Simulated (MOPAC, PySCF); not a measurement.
CH3ClSi, SMILES `C=[SiH]Cl`, neutral singlet in the gas phase. 

Cartesian coordinates (Å):
```xyz
6

C     -0.7283    -0.2831     0.6066
Si     0.4805     0.3194    -0.4068
Cl     1.7973    -0.8505    -1.4165
H     -1.3938     0.4086     1.1109
H     -0.8887    -1.3372     0.7916
H      0.7331     1.7428    -0.6859
```
Charge 0, spin multiplicity 1.

All levels are single points at this geometry (PBE0-D3(BJ)/def2-TZVP); Pople sets use spherical d functions. Orbital energies aren't observables, and empty levels follow the basis.

ωB97X-D3(BJ)/def2-TZVP in PySCF gives HOMO (eV) = -8.93.

Question: Estimate the HOMO (eV) from each of these levels: PBE0-D3(BJ)/def2-TZVP in PySCF; B3LYP/3-21G in PySCF; B3LYP/6-311+G** in PySCF; M06-2X/6-31G* in PySCF; PBE/6-31G* in PySCF; HF/3-21G in PySCF; AM1 in MOPAC; PM7 in MOPAC.

Answer: 
```
level                           HOMO (eV)
------------------------------  ---------
PBE0-D3(BJ)/def2-TZVP in PySCF      -6.66
B3LYP/3-21G in PySCF                -6.59
B3LYP/6-311+G** in PySCF            -6.54
M06-2X/6-31G* in PySCF              -7.63
PBE/6-31G* in PySCF                 -5.55
HF/3-21G in PySCF                   -9.03
AM1 in MOPAC                        -9.27
PM7 in MOPAC                        -9.96
```
